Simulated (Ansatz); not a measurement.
The same path of C$_{3}$H$_{9}$BO (14 atoms, charge 0, multiplicity 1) was run twice with different band settings.

Computed with RKS PBE0/6-31G* (Ansatz).

Relaxed end points:

```xyz
14
Properties=species:S:1:pos:R:3
C -1.685 -0.906 0.615
B -0.131 -1.096 0.652
C 0.930 -0.149 -0.014
C 0.441 1.107 -0.717
O 1.467 1.817 -1.383
H -2.051 0.030 0.181
H -2.115 -1.024 1.619
H -2.112 -1.738 0.033
H 0.296 -2.071 1.220
H 1.669 0.111 0.767
H 1.514 -0.759 -0.724
H -0.281 0.846 -1.498
H -0.089 1.758 -0.001
H 2.134 2.044 -0.721
```

```xyz
14
Properties=species:S:1:pos:R:3
C -1.684 -0.920 0.597
B -0.130 -1.111 0.627
C 0.931 -0.149 -0.017
C 0.439 1.102 -0.728
O 1.469 1.826 -1.374
H -2.024 -0.766 1.633
H -2.062 -0.091 -0.009
H -2.182 -1.847 0.281
H 0.300 -2.077 1.208
H 1.653 0.118 0.775
H 1.534 -0.752 -0.719
H -0.265 0.833 -1.523
H -0.113 1.745 -0.022
H 2.119 2.060 -0.699
```

Common settings: movable images 7; climbing image yes; optimiser quadratic models (default); start path through a guess of the saddle point; force threshold 0.05 eV/Å; iteration limit 60; end points relaxed.

| run | spring |
| --- | --- |
| 1 | 5.0 eV/Å² |
| 2 | 2.0 to 10.0 eV/Å², energy-weighted |

(1) What does each run give, and how far can it be trusted?

Results:

(1) Run 1: converged after 34 iterations, highest image 3.331 eV above the first end. The profile has 2 maxima (images 1, 6) with wells between them (image 2): this band takes more than one step, which may be the mechanism or a detour left from its start path. Neighbouring images differ by up to 3.3 eV, so the band resolves the path poorly. A vibrational analysis at the climbing image gives one clearly imaginary mode, 1586i cm⁻¹: a first-order saddle point.
Run 2: converged after 40 iterations, highest image 3.281 eV above the first end. Neighbouring images differ by up to 1.5 eV, so the band resolves the path poorly. The order of the stationary point at the top wasn't checked.
